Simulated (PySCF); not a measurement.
**Fractional electron number in Cu (copper, neutral)**

The 4s alpha orbital of [Ar] 3d10 4s1 is emptied in steps (occupation f), with all orbitals relaxed, ending at [Ar] 3d10. All numbers are calculated (PySCF 2.14, the spin-free X2C one-electron Hamiltonian (Gaussian nucleus), in jorge-DZP-DKH (8s6p2d1f, 43 functions)). The exact energy is a straight line in f; departures are measured from the line between the end points of the same method.

```tsv
f	UHF (eV)	LDA (eV)	PBE (eV)	PBE0 (eV)	r2SCAN (eV)	LC-wPBE (eV)	BHandHLYP (eV)	wB97X (eV)	MN15 (eV)	BLYP (eV)
1	0.000	0.000	0.000	0.000	0.000	0.000	0.000	0.000	0.000	0.000
0.8	0.007	-0.558	-0.556	-0.404	-0.501	-0.029	-0.281	-0.076	-0.280	-0.575
0.6	0.010	-0.842	-0.840	-0.608	-0.749	-0.042	-0.425	-0.114	-0.403	-0.870
0.4	0.010	-0.844	-0.845	-0.610	-0.748	-0.041	-0.427	-0.114	-0.378	-0.877
0.2	0.006	-0.561	-0.563	-0.406	-0.497	-0.027	-0.287	-0.079	-0.230	-0.589
0	0.000	0.000	0.000	0.000	0.000	0.000	0.000	0.000	0.000	0.000
```

```csv
method,E(f=0) − E(f=1) (eV),−ε at f=1 (eV),−ε at f=0.4 (eV)
UHF,6.446,6.488,6.437
LDA,8.060,4.597,8.762
PBE,7.845,4.405,8.532
PBE0,7.583,5.074,8.087
r2SCAN,7.663,4.542,8.293
LC-wPBE,7.397,7.210,7.435
BHandHLYP,7.409,5.662,7.751
wB97X,7.326,6.846,7.412
MN15,7.483,5.687,7.946
BLYP,7.894,4.339,8.594
```

Orbital energy along the path (eV):

```json
{"f": "1", "UHF": "-6.488", "LDA": "-4.597", "PBE": "-4.405", "PBE0": "-5.074", "r2SCAN": "-4.542", "LC-wPBE": "-7.210", "BHandHLYP": "-5.662", "wB97X": "-6.846", "MN15": "-5.687", "BLYP": "-4.339"}
{"f": "0.8", "UHF": "-6.471", "LDA": "-5.948", "PBE": "-5.738", "PBE0": "-6.058", "r2SCAN": "-5.786", "LC-wPBE": "-7.293", "BHandHLYP": "-6.346", "wB97X": "-7.043", "MN15": "-6.478", "BLYP": "-5.710"}
{"f": "0.6", "UHF": "-6.454", "LDA": "-7.342", "PBE": "-7.116", "PBE0": "-7.064", "r2SCAN": "-7.054", "LC-wPBE": "-7.368", "BHandHLYP": "-7.042", "wB97X": "-7.234", "MN15": "-7.251", "BLYP": "-7.131"}
{"f": "0.4", "UHF": "-6.437", "LDA": "-8.762", "PBE": "-8.532", "PBE0": "-8.087", "r2SCAN": "-8.293", "LC-wPBE": "-7.435", "BHandHLYP": "-7.751", "wB97X": "-7.412", "MN15": "-7.946", "BLYP": "-8.594"}
{"f": "0.2", "UHF": "-6.421", "LDA": "-10.181", "PBE": "-9.969", "PBE0": "-9.120", "r2SCAN": "-9.541", "LC-wPBE": "-7.496", "BHandHLYP": "-8.475", "wB97X": "-7.601", "MN15": "-8.458", "BLYP": "-10.087"}
{"f": "0", "UHF": "-6.406", "LDA": "-11.515", "PBE": "-11.277", "PBE0": "-10.024", "r2SCAN": "-10.703", "LC-wPBE": "-7.557", "BHandHLYP": "-9.211", "wB97X": "-7.751", "MN15": "-8.815", "BLYP": "-11.579"}
```

Reference removal energy between the ground levels: 7.726 eV (measured; NIST Atomic Spectra Database, ionization energies). UHF lacks correlation.
